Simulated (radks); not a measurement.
Results of a calculation; reference values are marked as such.
Species: Ni I. Configuration: [Ar] 3d8 4s2 (the NIST ground configuration). Code: a radial shooting solver on a logarithmic mesh with Libxc functionals. Model: non-relativistic Kohn-Sham, LB94 model potential, spin-polarised, spherical densities, point nucleus; open shells are filled with parallel spins first.

Unscreened Slater integrals over Kohn-Sham orbitals (eV). They are taken over the spin-up orbitals.

integral,value
"F0(4s,4s)",9.3251
"F0(4s,3d)",11.964
"G2(4s,3d)",1.3435
"F0(4s,3p)",12.204
"G1(4s,3p)",0.68551
"F0(3d,3d)",26.345
"F2(3d,3d)",11.932
"F4(3d,3d)",7.3743
"F0(3d,3p)",28.558
"F2(3d,3p)",13.294
"G1(3d,3p)",16.453
"G3(3d,3p)",9.9193
"F0(3p,3p)",31.365
"F2(3p,3p)",15.627

Derived for the open shells (J is the average intra-shell exchange parameter used in DFT+U). 3d: Racah B = F2/49 - 5 F4/441 = 0.1599 eV, C = 35 F4/441 = 0.5853 eV, C/B = 3.66, F4/F2 = 0.618, J = (F2 + F4)/14 = 1.379 eV.
